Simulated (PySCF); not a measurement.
Working out the excitation energy of Pd

Pd [Kr] 4d10 (1S) → Pd [Kr] 4d9 5s1 (3D). All numbers are calculated (PySCF 2.14, a scalar-relativistic core potential, in def2-TZVPPD with the def2 core potential (28 electrons)). Frozen: 4s2 4p6. Energies in hartree (1 hartree = 27.21139 eV):

| part | Pd (lower) | Pd (upper) |
| --- | --- | --- |
| UHF | -127.030194 | -127.034068 |
| CCSD correlation | -0.328835 | -0.296804 |
| (T) | -0.013861 | -0.010789 |

**Question.** What does Hartree-Fock give?

**Answer.** (-127.034068) − (-127.030194) = -0.003874 hartree = -0.105 eV.

**Question.** What do CCSD and CCSD(T) give?

**Answer.** The CCSD correlation energies differ by 0.032031 hartree = 0.872 eV and the triples by 0.003072 hartree = 0.084 eV, so CCSD gives 0.767 eV and CCSD(T) 0.851 eV.
